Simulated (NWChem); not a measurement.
**Relativistic effects in iodine (I2)**

```
I
I 1 2.6824
```
Charge 0, spin multiplicity 1.

Everything below was run with NWChem. All single points use one geometry, from PBE0/def2-SVP with def2 effective core potentials on I, a minimum by its harmonic frequencies.

Functional B3LYP, all-electron basis x2c-SVPall-2c, contracted for the X2C Hamiltonian and used here with ZORA. The ion keeps the geometry and has multiplicity 2 in the scalar run; the spin-orbit run starts from the same electron counts.

Costs are rough ratios of processor time within this set of runs, SCF included, with scalar ZORA as 1.

B3LYP has NWChem's definition, with VWN1-RPA local correlation. The stability of the SCF solutions was not checked.

| Hamiltonian | ΔSCF ionisation energy (eV) | HOMO (eV) | LUMO (eV) | gap (eV) | relative cost |
|---|---|---|---|---|---|
| scalar ZORA | 9.46 | -6.95 | -3.79 | 3.16 | 1 |
| spin-orbit ZORA | 9.05 | -6.59 | -3.72 | 2.87 | under 3 |

From scalar ZORA to spin-orbit ZORA the ionisation energy falls by 0.41 eV.
